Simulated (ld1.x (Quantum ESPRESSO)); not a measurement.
## Configuration tests for germanium (PAW)

```
Element                 : Ge (Z = 32)
Generator               : ld1.x (Quantum ESPRESSO) 7.5
Type                    : PAW
Functional              : PBEsol
Relativity              : scalar-relativistic
Frozen core             : [Ar]
Valence charge          : 14
Reference configuration : 3d10 4s2 4p1.5 (charge +0.5)
Partial waves           : 4s (bound): rcut 1.55, rcutus 1.85 bohr; 4s channel at -0.6 Ry: rcut 1.55, rcutus 1.85 bohr; 4p (bound): rcut 1.65, rcutus 1.90 bohr; 4p channel at 0.05 Ry: rcut 1.65, rcutus 1.90 bohr; 3d (bound): rcut 1.10, rcutus 1.40 bohr; 3d channel at -0.5 Ry: rcut 1.10, rcutus 1.40 bohr
Local potential         : all-electron potential smoothed inside 1.80 bohr (lloc = -1)
Core correction         : a·sin(br)/r model core, default radius (ld1.x builds one for every PAW set, though the input has nlcc=.false.)
Augmentation charge     : BESSEL, radius 1.25 bohr
```

Energies are relative to the spin-unpolarised reference configuration 3d10 4s2 4p1.5; without spin polarisation the order of configurations can differ from experiment. The frozen-core shift is the all-electron ΔE with the core orbitals held at their reference shape minus the fully relaxed ΔE.

```json
{"valence configuration": "3d10 4s2 4p0", "charge": "+2", "ΔE all-electron (eV)": "20.097", "error AE − PS (meV)": "-1.3", "frozen-core shift (meV)": "+2.6"}
{"valence configuration": "3d10 4s1 4p2", "charge": "+1", "ΔE all-electron (eV)": "13.378", "error AE − PS (meV)": "-1.1", "frozen-core shift (meV)": "+1.4"}
{"valence configuration": "3d10 4s1 4p0", "charge": "+3", "ΔE all-electron (eV)": "54.885", "error AE − PS (meV)": "-7.7", "frozen-core shift (meV)": "+10"}
{"valence configuration": "3d10 4s2 4p2.3", "charge": "-0.3", "ΔE all-electron (eV)": "-3.688", "error AE − PS (meV)": "+0.1", "frozen-core shift (meV)": "-0.3"}
{"valence configuration": "3d10 4s1 4p3", "charge": "0", "ΔE all-electron (eV)": "5.176", "error AE − PS (meV)": "-0.8", "frozen-core shift (meV)": "+0.5"}
```

(1) What are ΔE and the potential's error for 3d10 4s2 4p2?

(2) What are ΔE and the potential's error for 3d10 4s2 4p1?

Answers

(1) ΔE = -2.805 eV all-electron; the error (AE − PS) is +0.1 meV.

(2) ΔE = 4.648 eV all-electron; the error (AE − PS) is -0.2 meV.

A variational frozen-core shift is positive and of second order in the change. This column holds negative values, so the frozen-core run of ld1.x carries numerical noise or an error of first order here, and the column gives no more than the rough size of the effect.
